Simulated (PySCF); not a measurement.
**Telling isomers of C3H7FO3Si3 apart by NMR**

Level of theory: PBE0/pcSseg-1 with gauge-including orbitals, GFN2-xTB geometry, in PySCF 2.14.0 with density-fitted response routines (averaged over atoms made equivalent by symmetry, fast rotation or ring inversion, isolated molecule, one conformer, no relativistic terms).

References, each an isolated molecule treated in the same way: 1H, 13C against TMS. Splittings of carbon signals by F and P are missing where no couplings were computed. Where no couplings were computed, multiplicities follow the n + 1 count of equivalent neighbours, and m marks all less simple cases (inequivalent or close neighbours, rings, F or P nearby). Acid and N–H amide carbonyl carbons lie up to 10 ppm further downfield in solution (hydrogen bonding). Shifts are as computed. Against solution values, carbons near 30 ppm lie about +3 ppm off and those near 130 ppm about +5 ppm. Of 1211 compounds with measured shifts, 218 miss one by over three times the rms of a fit or turn the order of signals round; such compounds aren't used in these exercises. OH and NH positions are gas-phase values without hydrogen bonding to other molecules.

(1) Tabulate the signals of `C=C(F)[Si]1(C(=O)O)[SiH2]O[SiH2]1`, `C=C(F)[Si]1(OC=O)[SiH2]O[SiH2]1` and their relative energies.

(2) What is the quickest way to tell C=C(F)[Si]1(C(=O)O)[SiH2]O[SiH2]1 from C=C(F)[Si]1(OC=O)[SiH2]O[SiH2]1?

Answers

(1) 
| SMILES | carbon types | δC | δH | E rel. (kcal/mol) |
| --- | --- | --- | --- | --- |
| C=C(F)[Si]1(C(=O)O)[SiH2]O[SiH2]1 | 2×C 1×CH2 | 183.5, 174.7, 118.3 | 7.08 (br s, 1H), 6.30 (m, 1H), 6.04 (m, 2H), 6.03 (m, 2H), 5.93 (m, 1H) | 16.6 |
| C=C(F)[Si]1(OC=O)[SiH2]O[SiH2]1 | 1×C 1×CH 1×CH2 | 177.4, 166.8, 115.3 | 8.31 (s, 1H), 6.09 (m, 2H), 5.91 (m, 1H), 5.91 (m, 2H), 5.63 (m, 1H) | 0.0 |

Energies are electronic energies at PBE0/pcSseg-1 on these geometries, without zero-point or thermal terms, each for the one conformer computed, which needn't be the lowest.

(2) Both give the same number of carbon signals, but DEPT or the intensities differ. The first has a carbonyl carbon (C) at 183.5 ppm, the second a carbonyl carbon (CH) at 166.8 ppm. Their most deshielded carbons lie at 183.5 and 177.4 ppm. In the proton spectra the most deshielded non-exchanging signals are 6.30 (m, 1H) and 8.31 (s, 1H).
